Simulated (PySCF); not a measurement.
# CaO and its ions

PBE0; basis Ca 6-31G(d,p), O 6-31G(d,p); no relativity; PySCF 2.14. Neutral (UKS): singlet (closed shell), Re = 1.797 Å, ωe = 819 cm⁻¹, De = 4.31 eV, HOMO -4.75 eV, LUMO -1.84 eV.

CaO⁺ (UKS): doublet (π ↑), Re = 1.972 Å, ωe = 660 cm⁻¹, De = 3.67 eV to Ca⁺ + O. The energies at the minima are -752.47893 hartree for CaO and -752.23373 for CaO⁺.

(1) Work out the adiabatic ionisation energy, without and with harmonic zero-point energies (1 hartree = 27.2114 eV, 1 eV = 8065.5 cm⁻¹), and the change of the bond length.

For an ion De counts to the pair picked by the measured ionisation energies or electron affinities, which need not be the lowest pair at this level. States were picked by a PBE0 search and need not be the measured ground states.

Results:

(1) At PBE0: 0.24520 hartree = 6.672 eV between the minima; the zero-point term (660.0 − 819.0)/2 cm⁻¹ = -0.010 eV makes it 6.662 eV. Re changes by +17.5 pm against the neutral. Minus the HOMO energy is 4.75 eV, -1.92 eV from the value between the minima; self-interaction puts the Kohn–Sham level too high, less so with exact exchange. The electron leaves a π orbital; in so polar a molecule the change of length follows mostly from the change of the ionic charges.
